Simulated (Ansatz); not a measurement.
ScSi₄⁻. The state is a singlet with charge -1. Geometry r2SCAN-D4/def2-SVPD, basis def2-TZVPD, Ansatz.

```xyz
5

Sc   -2.598   -0.498    1.495
Si   -0.389   -0.048    2.495
Si    1.186    0.221   -1.202
Si    2.354    0.432   -2.967
Si   -0.553   -0.107    0.179
```

| run | HOMO (eV) | LUMO (eV) |
| --- | --- | --- |
| A | -2.58 | 1.56 |
| B | -0.68 | 0.05 |
| C | -1.16 | 0.42 |
| D | -0.90 | 0.20 |

No other spin state of charge -1 was run. Another isomer (singlet) lies 2.31 eV lower at PBE0-D4/def2-TZVPD; other spin states weren't run for this one.

Task: The runs used PBE0, r2SCAN, r2SCANh, ωB97M-V. Estimate which is which.

Result: A ωB97M-V (range-separated); B r2SCAN (0 % exact exchange); C PBE0 (25 % exact exchange); D r2SCANh (10 % exact exchange). Exact exchange lowers occupied and raises empty levels; among semilocal functionals meta-GGAs tend to open the gap a little, and such runs are hard to tell apart. The gap grows from 0.72 eV (r2SCAN) to 4.14 eV (ωB97M-V). The restricted singlet is unstable towards broken spin symmetry in Hartree–Fock (as tested in another run); at ωB97M-V/def2-TZVPD, r2SCAN-D4/def2-TZVPD, PBE0-D4/def2-TZVPD, r2SCANh-D4/def2-TZVPD this wasn't settled.
